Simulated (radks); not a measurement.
Excited configurations of Ti2+: one electron is placed in a higher orbital outside [Ar] 3d1. The ground configuration is [Ar] 3d2. Method: scalar-relativistic Kohn-Sham, r2SCAN, spin-polarised, spherical densities, finite nucleus; open shells are filled with parallel spins first; meta-GGA in the generalised Kohn-Sham scheme; Fermi nuclear charge, rms radius 3.5921 fm; computed with a radial shooting solver on a logarithmic mesh with Libxc functionals. Excitation = E - E(ground); binding = E(ion) - E, where the ion is the core of charge +3; n* = 3/sqrt(2 binding) in atomic units, and the quantum defect is n - n*.

outer orbital  excitation (eV)  binding (eV)     n*  <r> (bohr)
4s                       4.466        22.816  2.317       2.794
4d                      15.919        11.364  3.283       4.473
5s                      16.135        11.147  3.314       5.624
5d                      20.533         6.750  4.259       8.231
6d                      22.807         4.475  5.231       12.96
6f                      23.727         3.555  5.869       15.49
7p                      23.350         3.933  5.580       15.61

The Delta-SCF ionisation energy is 27.283 eV (NIST Atomic Spectra Database: 27.492 eV, measured). Self-interaction in the functional shifts the binding energies and quantum defects, so they are the method's values and not measured ones. Open shells are spherical and high-spin; term and fine-structure splittings are not resolved.
